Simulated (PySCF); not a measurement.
BF₂, SMILES F[B+]F, charge +1.

Geometry: PBE0-D3(BJ)/def2-TZVP.

Level of theory: PBE0-D3(BJ)/def2-TZVP in PySCF.

Frequencies are harmonic and unscaled.

Modes within 1.5 cm⁻¹ of each other (mostly degenerate sets) share a row, with their intensities summed.

```json
[
 {"mode": "1–2", "ν (cm⁻¹)": "459", "IR (km/mol)": "286.6", "moving atoms (share of kinetic energy)": "B 78 %, F 22 %"},
 {"mode": "3", "ν (cm⁻¹)": "1038", "IR (km/mol)": "0.0", "moving atoms (share of kinetic energy)": "F 100 %"},
 {"mode": "4", "ν (cm⁻¹)": "2100", "IR (km/mol)": "464.4", "moving atoms (share of kinetic energy)": "B 78 %, F 22 %"}
]
```
